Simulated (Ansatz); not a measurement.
[MO2(OH)2] with several metals: PBE0-D4/def2-TZVPD single points in Ansatz on relaxed structures, gas phase. Core potentials for Nb, Ta, no spin–orbit coupling. Names give formal oxidation states. The structures are stationary points that may keep the symmetry of their start. Remarks come from the PBE and PBE0 runs and from stability tests at other levels; not every state was tested. HOMO above LUMO (over both spins in singlets and doublets, within one spin in higher multiplets; at PBE or PBE0), or a gap under 0.15 eV within one spin, warns that the state may not be the lowest or that an electron is smeared out.

(1) Estimate the order by HOMO (eV), lowest first.
A. [NbO2(OH)2]- (NbO4H2⁻) (singlet)
B. [VO2(OH)2]- (VO4H2⁻) (singlet)
C. [TaO2(OH)2]- (TaO4H2⁻) (singlet)

(1) B (-2.82), A (-2.60), C (-2.46).

In full:

```tsv
species	atoms	state	geometry	HOMO (eV)	vertical IE (eV)	point group (within 0.1 Å)	remarks
[VO2(OH)2]- (VO4H2⁻)	7	singlet	PBE-D4/def2-SVPD	-2.82	4.73	C2	restricted SCF unstable in HF, spin-contaminated (⟨S²⟩ up to 0.83) (neutral doublet)
[NbO2(OH)2]- (NbO4H2⁻)	7	singlet	r2SCAN-D4/def2-SVPD	-2.60	4.52	Cs	gap within one spin near zero at PBE or PBE0 (neutral doublet)
[TaO2(OH)2]- (TaO4H2⁻)	7	singlet	PBE-D4/def2-SVPD	-2.46	4.38	Cs	–
```

The vertical IE (eV) runs from 4.38 ([TaO2(OH)2]-) to 4.73 ([VO2(OH)2]-).
